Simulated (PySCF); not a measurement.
## Radial density of O (oxygen, neutral)

UHF, [He] 2s2 2p3 3d1, high-spin 5D determinant (an excited configuration). All numbers are calculated (PySCF 2.14, the non-relativistic Hamiltonian (point nucleus), in aug-cc-pVQZ with one added diffuse shell each of s, p, d, f, g type (7s6p5d4f3g, 105 functions)).

```json
{"r (bohr)": "0.00307", "4πr²ρ (e/bohr)": "0.03542", "4πr²(ρα − ρβ)": "0.0000"}
{"r (bohr)": "0.00517", "4πr²ρ (e/bohr)": "0.09677", "4πr²(ρα − ρβ)": "0.0000"}
{"r (bohr)": "0.00870", "4πr²ρ (e/bohr)": "0.2590", "4πr²(ρα − ρβ)": "0.0000"}
{"r (bohr)": "0.0146", "4πr²ρ (e/bohr)": "0.6662", "4πr²(ρα − ρβ)": "0.0002"}
{"r (bohr)": "0.0246", "4πr²ρ (e/bohr)": "1.609", "4πr²(ρα − ρβ)": "0.0007"}
{"r (bohr)": "0.0414", "4πr²ρ (e/bohr)": "3.485", "4πr²(ρα − ρβ)": "0.0032"}
{"r (bohr)": "0.0696", "4πr²ρ (e/bohr)": "6.313", "4πr²(ρα − ρβ)": "0.0152"}
{"r (bohr)": "0.117", "4πr²ρ (e/bohr)": "8.505", "4πr²(ρα − ρβ)": "0.0708"}
{"r (bohr)": "0.197", "4πr²ρ (e/bohr)": "7.132", "4πr²(ρα − ρβ)": "0.2931"}
{"r (bohr)": "0.331", "4πr²ρ (e/bohr)": "3.573", "4πr²(ρα − ρβ)": "1.0077"}
{"r (bohr)": "0.557", "4πr²ρ (e/bohr)": "3.601", "4πr²(ρα − ρβ)": "2.2465"}
{"r (bohr)": "0.937", "4πr²ρ (e/bohr)": "4.342", "4πr²(ρα − ρβ)": "2.4881"}
{"r (bohr)": "1.58", "4πr²ρ (e/bohr)": "1.754", "4πr²(ρα − ρβ)": "0.9818"}
{"r (bohr)": "2.65", "4πr²ρ (e/bohr)": "0.1838", "4πr²(ρα − ρβ)": "0.1226"}
{"r (bohr)": "4.46", "4πr²ρ (e/bohr)": "0.2165", "4πr²(ρα − ρβ)": "0.2161"}
{"r (bohr)": "7.50", "4πr²ρ (e/bohr)": "0.1094", "4πr²(ρα − ρβ)": "0.1094"}
{"r (bohr)": "12.6", "4πr²ρ (e/bohr)": "4.228e-05", "4πr²(ρα − ρβ)": "0.0000"}
```

The outer electron is Rydberg-like, and this basis confines it to a smaller radius and binds it less than a complete one would.
